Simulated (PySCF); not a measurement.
Species: C₂H₆BNO₃.
Atom-mapped SMILES: `[CH3:1][C:2](=[O:3])[NH:4][B:5]([OH:6])[OH:7]` (hydrogens: H8, H9, H10 on C1; H11 on N4; H12 on O6; H13 on O7)

Method: PBE0-D3(BJ)/def2-SVP geometry optimisation, gas phase in PySCF; density fitting, grid level 1; the optimiser is geomeTRIC in internal coordinates, started from a GFN2-xTB structure with every atom displaced at random (about 0.01 Å).

Step 5: E = -10464.9359 eV
```
atom  x, y, z in Å  |  force x, y, z in eV/Å
C1      1.8775   -0.0148   -1.1170    0.046   0.122   0.040
C2      0.6834    0.4793   -0.3418   -0.246  -0.055  -0.089
O3      0.5433    1.6493   -0.0147    0.214   0.009   0.029
N4     -0.2553   -0.4642   -0.0358    0.069  -0.055   0.173
B5     -1.4288   -0.2047    0.7993    0.068   0.003  -0.093
O6     -2.2033   -1.2894    1.0692   -0.075   0.032  -0.011
O7     -1.6963    1.0324    1.2618    0.034  -0.083   0.075
H8      2.5018    0.8412   -1.3947    0.020  -0.001  -0.023
H9      2.4714   -0.7106   -0.5037   -0.018   0.009   0.020
H10     1.5599   -0.5551   -2.0210   -0.010   0.011  -0.017
H11    -0.0676   -1.4166   -0.3253   -0.028   0.019  -0.002
H12    -2.9584   -1.0417    1.6119   -0.028  -0.014   0.035
H13    -0.9630    1.6243    0.9893   -0.047   0.003  -0.136
```

Step 6: E = -10464.9441 eV
```
atom  x, y, z in Å  |  force x, y, z in eV/Å
C1      1.8790   -0.0098   -1.1232   -0.002   0.052   0.008
C2      0.6974    0.4719   -0.3202   -0.005   0.004   0.001
O3      0.5856    1.6393    0.0275   -0.041  -0.039  -0.004
N4     -0.2377   -0.4724   -0.0062   -0.093  -0.086   0.127
B5     -1.4325   -0.2132    0.8027    0.094   0.025  -0.069
O6     -2.2242   -1.2861    1.0707    0.066  -0.037  -0.026
O7     -1.7064    1.0279    1.2457   -0.004   0.039  -0.025
H8      2.4985    0.8508   -1.3978    0.003   0.001  -0.010
H9      2.4859   -0.7182   -0.5383   -0.027  -0.002   0.035
H10     1.5404   -0.5302   -2.0308    0.009  -0.010  -0.040
H11    -0.0595   -1.4222   -0.3101    0.000   0.026  -0.021
H12    -2.9680   -1.0328    1.6257   -0.041   0.015   0.002
H13    -0.9940    1.6245    0.9317    0.042   0.013   0.023
```

Task: Estimate the geometry and energy of step 7. (The exact step hangs on the optimiser's Hessian estimate; all steps are aligned on step 6, rigid shifts and turns removed.)

Result: E = -10464.9469 eV, largest force 0.062 eV/Å
```
atom  x, y, z in Å  |  force x, y, z in eV/Å
C1      1.8750   -0.0037   -1.1255   -0.016  -0.020  -0.015
C2      0.6908    0.4643   -0.3200    0.047  -0.003  -0.040
O3      0.5737    1.6321    0.0239   -0.042   0.016   0.025
N4     -0.2342   -0.4859    0.0057    0.029  -0.003   0.055
B5     -1.4270   -0.2147    0.8071   -0.027   0.020  -0.028
O6     -2.2278   -1.2825    1.0697    0.006  -0.019   0.014
O7     -1.6941    1.0310    1.2416   -0.023  -0.013   0.022
H8      2.4864    0.8624   -1.4020   -0.006  -0.002   0.008
H9      2.4851   -0.7043   -0.5343   -0.004  -0.005   0.007
H10     1.5445   -0.5299   -2.0339    0.011  -0.004  -0.001
H11    -0.0580   -1.4346   -0.3008    0.004   0.008  -0.020
H12    -2.9817   -1.0222    1.6090   -0.001   0.003  -0.012
H13    -0.9682    1.6174    0.9369    0.021   0.021  -0.012
```

The energy changes by -0.0028 eV. The first-order estimate −F·Δx gives -0.0050 eV and the mean of the old and new forces, exact on a quadratic surface, -0.0026 eV. The step makes an angle of 70° with the force vector and moves no atom by more than 0.027 Å.

The cost below is that of the whole optimisation. The run took 1.7 min on Arm Neoverse V1, one thread, shared host with 32 logical CPUs at a one-minute load of 31, and the process peaked at 0.49 GiB of memory.
